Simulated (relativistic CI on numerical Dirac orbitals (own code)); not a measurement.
# Electric-dipole lines of Tm²⁶⁺

These numbers are calculated, not measured: Dirac-Coulomb-Breit CI, orbitals from a KLI potential per configuration, QED by a radiative potential, unscaled Slater integrals (own radial code, finite nucleus).

Configuration list (outside the closed core [Ar] 3d10): 4s2 4p6 4d7, 4s2 4p5 4d8, 4s2 4p6 4d6 4f, 4s 4p6 4d8, 4s2 4p5 4d7 4f, 4s 4p6 4d7 4f, 4s2 4p6 4d6 5s, 4s2 4p6 4d6 5p, 4s2 4p6 4d5 4f 5s, 4s2 4p5 4d7 5s, 4s2 4p6 4d5 5s 5p, 4s2 4p6 4d6 5f, 4s2 4p6 4d6 6s, 4p6 4d8 4f, 4s 4p6 4d7 5s, 4p6 4d9, 4p5 4d10, 4p5 4d9 4f, 4s2 4p6 4d5 5s2, 4s2 4p6 4d4 4f 5s2, 4s2 4p5 4d5 4f 5s2, 4s 4p6 4d5 4f 5s2, 4p6 4d8 5s, 4p5 4d9 5s, 4p5 4d8 4f 5s, 4p6 4d7 5s2, 4p5 4d8 5s2, 4p6 4d6 4f 5s2, 4p5 4d7 4f 5s2. Double excitations out of closed p, d and f shells are left out; levels of such configurations are missing from the list, as are those of other unlisted configurations, and high levels can miss mixing partners.

| λ vac (Å) | Lower | Upper | A (s⁻¹) | E lower (eV) | E upper (eV) |
| --- | --- | --- | --- | --- | --- |
| 52.246 | 4s2 4p6 4d7 4F_7/2 [4] | 4s2 4p5 4d8 4D°_7/2 [392] | 8.70e+11 | 10.020 | 247.328 |
| 52.455 | 4s2 4p6 4d7 2G_9/2 [5] | 4s2 4p5 4d8 2G°_9/2 [394] | 9.02e+11 | 13.028 | 249.392 |
| 52.917 | 4s2 4p6 4d7 2G_9/2 [5] | 4s2 4p5 4d8 4D°_7/2 [392] | 8.02e+11 | 13.028 | 247.328 |
| 53.071 | 4s2 4p6 4d7 2H_11/2 [9] | 4s2 4p5 4d8 2G°_9/2 [394] | 2.28e+12 | 15.770 | 249.392 |
| 53.135 | 4s2 4p6 4d7 4P_5/2 [7] | 4s2 4p5 4d8 4D°_7/2 [392] | 1.76e+12 | 13.988 | 247.328 |
| 55.773 | 4s2 4p6 4d7 2H_11/2 [9] | 4s2 4p6 4d6 4f 2I°_13/2 [381] | 3.88e+12 | 15.770 | 238.071 |
| 55.829 | 4s2 4p6 4d7 2G_9/2 [5] | 4s2 4p6 4d6 4f 2H°_11/2 [377] | 2.18e+12 | 13.028 | 235.107 |
| 55.966 | 4s2 4p6 4d7 4F_9/2 [1] | 4s2 4p6 4d6 4f 4G°_11/2 [346] | 3.75e+12 | 0.000 | 221.535 |
| 56.007 | 4s2 4p6 4d7 4F_7/2 [4] | 4s2 4p6 4d6 4f 4D°_7/2 [365] | 1.71e+12 | 10.020 | 231.392 |
| 56.036 | 4s2 4p6 4d7 2G_7/2 [10] | 4s2 4p6 4d6 4f 2H°_9/2 [382] | 3.64e+12 | 17.613 | 238.871 |
| 56.043 | 4s2 4p6 4d7 4F_3/2 [6] | 4s2 4p6 4d6 4f 4D°_3/2 [376] | 1.56e+12 | 13.520 | 234.750 |
| 56.047 | 4s2 4p6 4d7 2H_9/2 [14] | 4s2 4p6 4d6 4f 2I°_11/2 [393] | 3.83e+12 | 26.287 | 247.503 |
| 56.107 | 4s2 4p6 4d7 2F_5/2 [11] | 4s2 4p6 4d6 4f 2G°_7/2 [383] | 3.55e+12 | 20.194 | 241.174 |
| 56.182 | 4s2 4p6 4d7 4F_7/2 [4] | 4s2 4p6 4d6 4f 4G°_9/2 [364] | 3.31e+12 | 10.020 | 230.702 |
| 56.209 | 4s2 4p6 4d7 2P_3/2 [2] | 4s2 4p6 4d6 4f 2D°_5/2 [356] | 3.63e+12 | 4.597 | 225.174 |
| 56.220 | 4s2 4p6 4d7 2D_5/2 [3] | 4s2 4p6 4d6 4f 2F°_7/2 [360] | 3.75e+12 | 6.655 | 227.191 |
| 56.238 | 4s2 4p6 4d7 4F_9/2 [1] | 4s2 4p6 4d6 4f 2G°_9/2 [340] | 2.52e+12 | 0.000 | 220.462 |
| 56.239 | 4s2 4p6 4d7 4F_7/2 [4] | 4s2 4p6 4d6 4f 4F°_7/2 [363] | 1.33e+12 | 10.020 | 230.477 |
| 56.250 | 4s2 4p6 4d7 2G_9/2 [5] | 4s2 4p6 4d6 4f 2H°_11/2 [371] | 1.64e+12 | 13.028 | 233.444 |
| 56.258 | 4s2 4p6 4d7 4F_3/2 [6] | 4s2 4p6 4d6 4f 2F°_5/2 [373] | 2.45e+12 | 13.520 | 233.906 |
| 56.297 | 4s2 4p6 4d7 4F_9/2 [1] | 4s2 4p6 4d6 4f 2H°_9/2 [338] | 7.90e+11 | 0.000 | 220.233 |
| 56.315 | 4s2 4p6 4d7 4P_5/2 [7] | 4s2 4p6 4d6 4f 4P°_3/2 [374] | 2.98e+12 | 13.988 | 234.151 |
| 56.320 | 4s2 4p6 4d7 2D_5/2 [3] | 4s2 4p6 4d6 4f 2D°_5/2 [359] | 3.52e+12 | 6.655 | 226.797 |
| 56.341 | 4s2 4p6 4d7 2P_3/2 [2] | 4s2 4p6 4d6 4f 2P°_1/2 [355] | 3.69e+12 | 4.597 | 224.658 |
| 56.389 | 4s2 4p6 4d7 2D_5/2 [12] | 4s2 4p6 4d6 4f 4G°_7/2 [386] | 2.70e+12 | 23.661 | 243.532 |
| 56.434 | 4s2 4p6 4d7 2D_5/2 [12] | 4s2 4p6 4d6 4f 4G°_5/2 [385] | 1.49e+12 | 23.661 | 243.357 |
| 56.451 | 4s2 4p6 4d7 2G_9/2 [5] | 4s2 4p6 4d6 4f 2H°_9/2 [369] | 2.71e+12 | 13.028 | 232.660 |
| 56.467 | 4s2 4p6 4d7 4P_1/2 [8] | 4s2 4p6 4d6 4f 4D°_1/2 [375] | 3.70e+12 | 15.068 | 234.636 |
| 56.468 | 4s2 4p6 4d7 2D_3/2 [16] | 4s2 4p6 4d6 4f 2F°_5/2 [390] | 2.60e+12 | 26.765 | 246.332 |
| 56.487 | 4s2 4p6 4d7 2D_5/2 [3] | 4s2 4p6 4d6 4f 2P°_3/2 [358] | 3.01e+12 | 6.655 | 226.147 |
| 56.488 | 4s2 4p6 4d7 4F_3/2 [13] | 4s2 4p6 4d6 4f 4G°_5/2 [385] | 1.74e+12 | 23.869 | 243.357 |
| 56.488 | 4s2 4p6 4d7 4F_9/2 [1] | 4s2 4p6 4d6 4f 2H°_9/2 [336] | 4.62e+11 | 0.000 | 219.487 |
| 56.527 | 4s2 4p6 4d7 2H_11/2 [9] | 4s2 4p6 4d6 4f 2H°_11/2 [377] | 1.65e+12 | 15.770 | 235.107 |
| 56.553 | 4s2 4p6 4d7 4P_5/2 [7] | 4s2 4p6 4d6 4f 4D°_5/2 [370] | 3.06e+12 | 13.988 | 233.225 |
| 56.569 | 4s2 4p6 4d7 2F_7/2 [17] | 4s2 4p6 4d6 4f 2G°_9/2 [391] | 2.18e+12 | 28.150 | 247.323 |
| 56.603 | 4s2 4p6 4d7 2P_3/2 [2] | 4s2 4p6 4d6 4f 2P°_3/2 [352] | 2.49e+12 | 4.597 | 223.637 |
| 56.644 | 4s2 4p6 4d7 4F_7/2 [4] | 4s2 4p6 4d6 4f 4D°_5/2 [362] | 2.96e+12 | 10.020 | 228.904 |
| 56.651 | 4s2 4p6 4d7 4F_9/2 [1] | 4s2 4p6 4d6 4f 4D°_7/2 [335] | 3.70e+12 | 0.000 | 218.857 |
| 56.773 | 4s2 4p6 4d7 2G_7/2 [10] | 4s2 4p6 4d6 4f 2F°_7/2 [379] | 2.86e+12 | 17.613 | 235.998 |
| 56.959 | 4s2 4p6 4d7 2H_11/2 [9] | 4s2 4p6 4d6 4f 2H°_11/2 [371] | 2.02e+12 | 15.770 | 233.444 |
| 57.018 | 4s2 4p6 4d7 2G_9/2 [5] | 4s2 4p6 4d6 4f 4F°_7/2 [363] | 2.33e+12 | 13.028 | 230.477 |
| 57.025 | 4s2 4p6 4d7 2F_5/2 [11] | 4s2 4p6 4d6 4f 2F°_5/2 [380] | 2.06e+12 | 20.194 | 237.615 |
| 57.029 | 4s2 4p6 4d7 4P_5/2 [7] | 4s2 4p6 4d6 4f 4D°_7/2 [365] | 1.33e+12 | 13.988 | 231.392 |
| 57.165 | 4s2 4p6 4d7 2H_11/2 [9] | 4s2 4p6 4d6 4f 2H°_9/2 [369] | 8.24e+11 | 15.770 | 232.660 |
| 58.249 | 4s2 4p6 4d7 2D_5/2 [18] | 4s2 4p6 4d6 4f 2D°_5/2 [396] | 1.88e+12 | 37.095 | 249.947 |

Terms are leading LS components. Brackets give the number of a level in order of energy, since labels repeat. The list gives strong lines, with weight on those to low levels, without lines whose two gauges differ by over a factor of 2.5, among the lowest 400 of 10512 levels, so that lines to higher ones, which can be the strongest, are missing. Levels whose partners in the same complex of configurations lie outside the list can be far off, and so can their lines. Rates are taken at the computed energies, electric ones in the length gauge.

At this charge energies of transitions that change n are usually good to better than 1 %, and those within a shell (Δn = 0) to a few per cent. Terms inside the open d or f shell come out 10 to 20 % too wide with unscaled integrals.

LS names give the leading component of a level, which can be under half, so a name can repeat, a term be missing and a line seem to break the LS rules.
